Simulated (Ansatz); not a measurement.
## Worked example: C2H3F + C2H2FI → C2H3I + C2H2F2

Species: C2H3F `C=CF`, singlet; C2H2FI `F/C=C/I`, singlet; C2H3I (vinyl iodide) `C=CI`, singlet; C2H2F2 `F/C=C/F`, singlet. The partners trade F for I; both sit on C, so the bond types are kept.

Shapes, held fixed at every level: PBE0-D4/def2-TZVP. Programs: Ansatz 0.2.0. The zero-point and thermal change to 298 K, harmonic and unscaled (PBE0-D4/def2-TZVP), is -0.3 kJ/mol.

At CCSD(T)/def2-TZVPP; 1 Eh = 2625.50 kJ/mol:

```
species  energy (Eh)
  C2H3F  -177.576825
 C2H2FI  -474.113217
  C2H3I  -374.980574
 C2H2F2  -276.702119
```

Problem. Work out ΔH(298 K) of the reaction at this level.

Solution. 
1. Products less reactants: (-374.980574) + (-276.702119) − [(-177.576825) + (-474.113217)] = 0.007349 Eh = +19.3 kJ/mol.
2. With the thermal change: +19.3 + (-0.3) = +19.0 kJ/mol.

Other levels give +15.9 (CCSD(T)/def2-SVP) to +20.8 kJ/mol (SPW92/def2-TZVPP). No measured value is set beside it here. For atoms past krypton def2 sets carry core potentials with scalar relativity. Correlated rows may include outer-core shells of I, which these sets cover unevenly.
